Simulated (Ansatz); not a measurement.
ClFGe₂H₄O (`[OH][Ge]([F])([Cl])[GeH3]`) at its PBE0-D4/def2-TZVP geometry, where that method's forces vanish. Total charge 0; spin multiplicity 1.

```xyz
9

O    -0.6385   -1.9226    0.4378
Ge   -0.3215   -0.2203    0.7318
F    -1.8220    0.4968    1.2299
Cl    0.9268   -0.0346    2.4711
Ge    0.5619    0.8625   -1.2412
H    -0.9126   -2.4024    1.2251
H     1.9017    0.2009   -1.5725
H    -0.4450    0.6767   -2.3790
H     0.7490    2.3432   -0.9030
```

Question: What forces (eV/Å) does PBE-D4/def2-TZVPP give on these atoms in Ansatz 0.2.0? (Estimate.)

Answer: Computed: 
```
O1   0.021 -0.423 -0.552
Ge2  0.425  0.208 -0.215
F3  -0.629  0.324  0.190
Cl4  0.253  0.050  0.326
Ge5 -0.002 -0.013 -0.007
H6  -0.125 -0.217  0.388
H7   0.137 -0.061 -0.040
H8  -0.098 -0.014 -0.123
H9   0.018  0.145  0.032
```
